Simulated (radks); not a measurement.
Excited configurations of I XVIII: one electron is placed in a higher orbital outside [Ar] 3d10 4s2 4p5. The ground configuration is [Kr]. Method: scalar-relativistic Kohn-Sham, r2SCAN, spin-polarised, spherical densities, finite nucleus; open shells are filled with parallel spins first (spin-orbit coupling, left out, can overturn this in heavy ions); meta-GGA in the generalised Kohn-Sham scheme; Fermi nuclear charge, rms radius 4.75 fm; computed with a radial shooting solver on a logarithmic mesh with Libxc functionals. Excitation = E - E(ground); binding = E(ion) - E, where the ion is the core of charge +18; n* = 18/sqrt(2 binding) in atomic units. These energies are relativistic, and a one-electron ion of charge +18 with no core already has n* below n in this formula (scalar-relativistic equation, point nucleus: 4d 3.998, 4f 3.999, 5s 4.993, 5p 4.996, 5d 4.998, 6s 5.992, 6p 5.995, 6d 5.998, 6f 5.999, 7s 6.992, 7d 6.997). The quantum defect is therefore taken as that value minus n*, so that it holds no relativistic shift of the bare ion.

outer orbital	excitation (eV)	binding (eV)	n*	quantum defect	eigenvalue (eV)	<r> (bohr)
4d	86.477	424.72	3.222	0.776	-410.33	0.7429
4f	181.74	329.46	3.658	0.341	-315.28	0.7657
5s	212.27	298.93	3.840	1.152	-292.45	1.249
5p	236.94	274.25	4.009	0.986	-267.88	1.311
5d	273.35	237.85	4.305	0.693	-231.53	1.406
6s	323.49	187.70	4.846	1.146	-183.47	1.976
6p	336.43	174.77	5.022	0.973	-170.85	2.067
6d	355.66	155.54	5.324	0.674	-151.77	2.214
6f	375.17	136.03	5.693	0.306	-132.38	2.364
7s	382.27	128.92	5.847	1.145	-126.16	2.871
7d	401.12	110.08	6.328	0.669	-107.44	3.185

The Delta-SCF ionisation energy is 511.20 eV (NIST Atomic Spectra Database: 505 eV, theoretical). Self-interaction in the functional shifts the binding energies and quantum defects, so they are the method's values and not measured ones. Open shells are spherical and high-spin; term and fine-structure splittings are not resolved. Spin-orbit splitting is averaged out at the scalar-relativistic level.
